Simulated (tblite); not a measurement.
C2H14OSi5.
Numbering: `[SiH3:1][Si:2]1([SiH3:3])[SiH2:4][CH2:5][CH2:6][O:7][SiH2:8]1` (hydrogens: H9, H10, H11 on Si1; H12, H13, H14 on Si3; H15, H16 on Si4; H17, H18 on C5; H19, H20 on C6; H21, H22 on Si8)

Computed with GFN2-xTB (tblite), gas phase: L-BFGS steps from a force-field or distance-geometry start until the largest atomic force falls under 0.01 eV/Å.

Step 13: E = -656.6903 eV
```
atom  x, y, z in Å  |  force x, y, z in eV/Å
Si1    -2.4872   -1.8063    0.7063    0.046   0.052  -0.042
Si2    -0.9921   -0.1270    0.0737   -0.056  -0.012   0.052
Si3    -2.0710    1.7341   -0.8865    0.048  -0.088   0.048
Si4     0.6850   -0.9359   -1.3672   -0.080   0.016   0.014
C5      2.1954    0.1910   -1.0565    0.037   0.010  -0.027
C6      2.5884    0.3324    0.4106    0.060   0.018  -0.001
O7      1.6883    1.0669    1.1811    0.024   0.016  -0.008
Si8     0.3313    0.5220    1.8943   -0.013   0.051  -0.095
H9     -1.8210   -2.9627    1.3042   -0.011  -0.048   0.021
H10    -3.2458   -2.3109   -0.4343   -0.056  -0.025  -0.029
H11    -3.4544   -1.3272    1.6923   -0.048  -0.013   0.015
H12    -1.1520    2.7832   -1.3303    0.033   0.019  -0.010
H13    -2.8607    1.3661   -2.0636   -0.025  -0.013  -0.024
H14    -2.9958    2.3739    0.0517   -0.030   0.009   0.015
H15     0.4237   -0.8963   -2.8119    0.021   0.035  -0.047
H16     1.1100   -2.3219   -1.1136    0.055  -0.003   0.051
H17     2.0039    1.1838   -1.4671   -0.002   0.018   0.053
H18     3.0798   -0.1904   -1.5674   -0.032  -0.036  -0.095
H19     2.7265   -0.6671    0.8442    0.016  -0.004   0.029
H20     3.5450    0.8634    0.4831    0.058   0.001   0.005
H21     0.7087   -0.5703    2.8073   -0.067  -0.001   0.043
H22    -0.0163    1.7184    2.6489    0.022  -0.001   0.034
```

Step 14: E = -656.6928 eV
```
atom  x, y, z in Å  |  force x, y, z in eV/Å
Si1    -2.4871   -1.8060    0.7051    0.002   0.009  -0.019
Si2    -0.9919   -0.1295    0.0771   -0.065   0.016   0.013
Si3    -2.0697    1.7318   -0.8852    0.016  -0.047   0.024
Si4     0.6837   -0.9345   -1.3670   -0.063  -0.011   0.006
C5      2.1951    0.1907   -1.0579    0.047   0.023   0.000
C6      2.5912    0.3330    0.4076    0.044   0.005   0.055
O7      1.6887    1.0631    1.1792    0.021   0.072  -0.008
Si8     0.3308    0.5230    1.8929    0.010   0.058  -0.079
H9     -1.8248   -2.9645    1.3047   -0.008  -0.039   0.015
H10    -3.2490   -2.3130   -0.4331   -0.043  -0.015  -0.025
H11    -3.4570   -1.3309    1.6919   -0.036  -0.008   0.005
H12    -1.1529    2.7844   -1.3312    0.021  -0.008   0.002
H13    -2.8622    1.3679   -2.0643   -0.003  -0.013   0.004
H14    -2.9974    2.3757    0.0502   -0.007  -0.009   0.002
H15     0.4277   -0.8957   -2.8132    0.014   0.035  -0.037
H16     1.1137   -2.3200   -1.1131    0.045   0.007   0.049
H17     2.0036    1.1844   -1.4642   -0.004   0.034   0.025
H18     3.0768   -0.1919   -1.5709   -0.013  -0.035  -0.107
H19     2.7276   -0.6632    0.8457    0.036  -0.068   0.016
H20     3.5488    0.8625    0.4852    0.032   0.011  -0.025
H21     0.7042   -0.5664    2.8087   -0.059  -0.027   0.054
H22    -0.0102    1.7185    2.6509    0.014   0.012   0.029
```

Step 15: E = -656.6949 eV
```
atom  x, y, z in Å  |  force x, y, z in eV/Å
Si1    -2.4867   -1.8051    0.7036   -0.051  -0.048   0.010
Si2    -0.9925   -0.1314    0.0797   -0.058   0.035  -0.017
Si3    -2.0680    1.7285   -0.8834   -0.021   0.011  -0.008
Si4     0.6816   -0.9328   -1.3664   -0.028  -0.027  -0.004
C5      2.1955    0.1909   -1.0587    0.037   0.016   0.019
C6      2.5945    0.3331    0.4062    0.027  -0.012   0.070
O7      1.6896    1.0619    1.1769    0.028   0.092  -0.006
Si8     0.3306    0.5250    1.8898    0.035   0.044  -0.031
H9     -1.8278   -2.9662    1.3051   -0.010  -0.022   0.003
H10    -3.2522   -2.3147   -0.4327   -0.025  -0.002  -0.014
H11    -3.4593   -1.3338    1.6914   -0.018  -0.007  -0.009
H12    -1.1530    2.7845   -1.3315    0.006  -0.036   0.015
H13    -2.8630    1.3687   -2.0643    0.017  -0.014   0.028
H14    -2.9986    2.3764    0.0491    0.014  -0.025  -0.010
H15     0.4306   -0.8942   -2.8142    0.009   0.033  -0.023
H16     1.1170   -2.3174   -1.1112    0.033   0.017   0.044
H17     2.0029    1.1858   -1.4613    0.004   0.034   0.010
H18     3.0731   -0.1944   -1.5763   -0.004  -0.020  -0.098
H19     2.7297   -0.6612    0.8480    0.040  -0.090   0.000
H20     3.5531    0.8612    0.4863    0.012   0.019  -0.040
H21     0.6987   -0.5636    2.8102   -0.056  -0.024   0.040
H22    -0.0063    1.7180    2.6530    0.009   0.024   0.021
```

Question: Estimate the geometry and energy of step 16. (The exact step hangs on the optimiser's Hessian estimate; all steps are aligned on step 15, rigid shifts and turns removed.)

Answer: E = -656.6968 eV, largest force 0.127 eV/Å
```
atom  x, y, z in Å  |  force x, y, z in eV/Å
Si1    -2.4870   -1.8050    0.7023   -0.086  -0.088   0.031
Si2    -0.9939   -0.1325    0.0815   -0.043   0.039  -0.034
Si3    -2.0665    1.7253   -0.8817   -0.048   0.059  -0.034
Si4     0.6794   -0.9314   -1.3659    0.013  -0.024  -0.010
C5      2.1964    0.1915   -1.0590    0.015  -0.001   0.026
C6      2.5980    0.3329    0.4062    0.013  -0.025   0.049
O7      1.6910    1.0629    1.1744    0.041   0.079  -0.001
Si8     0.3309    0.5276    1.8862    0.052   0.025   0.022
H9     -1.8305   -2.9678    1.3055   -0.012  -0.007  -0.007
H10    -3.2554   -2.3159   -0.4327   -0.011   0.006  -0.006
H11    -3.4616   -1.3363    1.6907   -0.007  -0.005  -0.018
H12    -1.1529    2.7836   -1.3313   -0.002  -0.054   0.023
H13    -2.8633    1.3689   -2.0635    0.027  -0.017   0.038
H14    -2.9992    2.3762    0.0479    0.025  -0.033  -0.012
H15     0.4331   -0.8920   -2.8152    0.005   0.029  -0.007
H16     1.1204   -2.3144   -1.1082    0.022   0.021   0.038
H17     2.0021    1.1876   -1.4586    0.017   0.020   0.008
H18     3.0692   -0.1972   -1.5833   -0.005   0.006  -0.071
H19     2.7327   -0.6610    0.8503    0.033  -0.076  -0.015
H20     3.5574    0.8602    0.4864   -0.002   0.021  -0.042
H21     0.6923   -0.5614    2.8119   -0.053  -0.008   0.013
H22    -0.0033    1.7177    2.6552    0.007   0.032   0.010
```

The energy changes by -0.0019 eV. The first-order estimate −F·Δx gives -0.0026 eV and the mean of the old and new forces, exact on a quadratic surface, -0.0019 eV. The step makes an angle of 59° with the force vector and moves no atom by more than 0.008 Å.

What follows is the cost of the whole relaxation. Hardware: an Intel Xeon with one thread, no GPU, shared host with 64 logical CPUs at a one-minute load of 63. Cost: 1.6 s of wall time.
